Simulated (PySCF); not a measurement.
Numbering as in the mapped SMILES `[F:1][SiH:2]([F:3])[F:4]`. Hydrogens are named by the atom that carries them.

Geometry: PBE0-D3(BJ)/def2-SVP; GIAO shifts from PySCF 2.14, gas phase, non-relativistic, averaged over equivalent atoms.

At PBE0/pcSseg-0 (42 basis functions, 1.6 s wall time on 1 thread of an Arm Neoverse V1, shared host):
```tsv
atoms	δ (ppm)
F1/F3/F4	-165.3
Si2	-31.9
H(Si2)	5.67
```

Chemical shifts δ = σref − σ; 19F (σref 178.37) against CFCl3; 29Si (σref 348.52) and 1H (σref 32.83) against TMS, all at this level.

Task: Estimate the result of repeating the calculation with PBE0/cc-pVTZ.

Result: 
| atoms | δ at PBE0/cc-pVTZ | change |
| --- | --- | --- |
| F1/F3/F4 | -130.1 | +35.2 |
| Si2 | -59.9 | -28.0 |
| H(Si2) | 4.82 | -0.85 |

Chemical shifts δ = σref − σ; CFCl3 for 19F (σref 182.60); 29Si (σref 360.00) and 1H (σref 31.29) vs TMS, all at this level.

The largest change is at F1/F3/F4 (fluorine bonded to Si). Cost: 138 basis functions, 5.7 s wall time on 1 thread of an Arm Neoverse V1, shared host.

Unscaled 19F shifts against computed CFCl3 carry errors that often reach 10 to 50 ppm.
